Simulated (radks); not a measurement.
Question: Neutral cerium: order these configurations by energy. Calculated with a radial shooting solver on a logarithmic mesh with Libxc functionals: scalar-relativistic Kohn-Sham, LDA (Slater exchange, Perdew-Wang correlation), spin-polarised, spherical densities, finite nucleus; Fermi nuclear charge, rms radius of each element as measured or else 0.836 A^(1/3) + 0.57 fm. Open shells are filled with parallel spins first. [Xe] 4f1 5d1 6s1 6p1; [Xe] 4f1 5d1 6s2; [Xe] 4f1 5d2 6s1; [Xe] 4f1 6s2 6p1; [Xe] 4f2 5d1 6s1; [Xe] 4f2 6s1 6p1; [Xe] 4f2 6s2; [Xe] 4f3 6s1.

Answer: From the lowest, in eV above it: [Xe] 4f2 6s2 0.000; [Xe] 4f1 5d1 6s2 0.594; [Xe] 4f1 5d2 6s1 0.740; [Xe] 4f2 5d1 6s1 0.904; [Xe] 4f2 6s1 6p1 1.815; [Xe] 4f1 5d1 6s1 6p1 2.464; [Xe] 4f1 6s2 6p1 3.042; [Xe] 4f3 6s1 3.168.
